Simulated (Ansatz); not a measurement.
C2H9NO2Sn (SMILES C[O][SnH]([NH2])[O]C), singlet, geometry from GFN2-xTB (such geometries of metal compounds can be far from the true shape) (all electrons, no relativity); SC-NEVPT2/STO-3G, CASSCF(4,6) in Ansatz (an electronic-structure program).

Here is a job for Ansatz.
Ansatz 0.2 input:
```yaml
crystal:
  periodic: [false, false, false]
  atoms:
    - {symbol: Sn, position_ang: [-0.05608447, 0.48594730, -0.15163903]}
    - {symbol: N, position_ang: [-0.15086224, 0.65914525, 1.87863304]}
    - {symbol: O, position_ang: [1.77050910, -0.01325112, -0.60934147]}
    - {symbol: C, position_ang: [2.45163677, -1.15964229, -0.16434489]}
    - {symbol: O, position_ang: [-1.24359160, -1.03545320, -0.57929293]}
    - {symbol: C, position_ang: [-2.37772460, -1.42853691, 0.14965067]}
    - {symbol: H, position_ang: [-0.25048860, 1.76263824, -1.24671326]}
    - {symbol: H, position_ang: [0.57373521, 1.26919050, 2.24113328]}
    - {symbol: H, position_ang: [-1.03495921, 1.01095932, 2.22858713]}
    - {symbol: H, position_ang: [1.95576988, -2.07692678, -0.48564747]}
    - {symbol: H, position_ang: [2.55935451, -1.17490586, 0.92246915]}
    - {symbol: H, position_ang: [3.44330057, -1.11622463, -0.61715814]}
    - {symbol: H, position_ang: [-3.22857894, -0.77292686, -0.04913885]}
    - {symbol: H, position_ang: [-2.62288517, -2.43572834, -0.19005772]}
    - {symbol: H, position_ang: [-2.19380201, -1.45874715, 1.22528649]}
basis:
  gaussian:
    orbitals: STO-3G
magnetization: {spin_polarized: false}
correlation: {method: sc_nevpt2, electrons: all, active_space: {window: {electrons: 4, orbitals: 6}}}
```

The log (banner, timings and long lists left out):

```
Functional definition: HF
855 factors; integrals over basis functions are off by at most 3.6e-5 eV
mean field evaluation 1: about -169925.6372 eV, gradient 3.2e1 eV
mean field evaluation 2: about -169925.9062 eV, gradient 3.2e1 eV
mean field evaluation 4: about -169929.6132 eV, gradient 1.8e0 eV
mean field evaluation 8: about -169929.6299 eV, gradient 9.7e-5 eV
mean field -169929.62985804 eV, -6244.7987148430 hartree, gradient 7.6e-6 eV, S^2 0.000000; 0 other end points of the search recorded, 0 dependent functions left out
reference -169929.62985804 eV, -6244.7987148430 hartree; 47, 47 occupied and 14, 14 virtual orbitals, 855 factors
state -169930.78943808 eV, -6244.8413286235 hartree
state -169930.78943808 eV, -6244.8413286235 hartree; corrected -169936.67596479 eV, -6245.0576544900 hartree
state -169930.44406548 eV, -6244.8286364144 hartree
state -169930.44406548 eV, -6244.8286364144 hartree; corrected -169936.61081098 eV, -6245.0552601318 hartree
state -169930.78943808 eV, -6244.8413286235 hartree; corrected -169936.67596479 eV, -6245.0576544900 hartree
Total energy: -169936.67596479 eV, -6245.0576544900 hartree
```
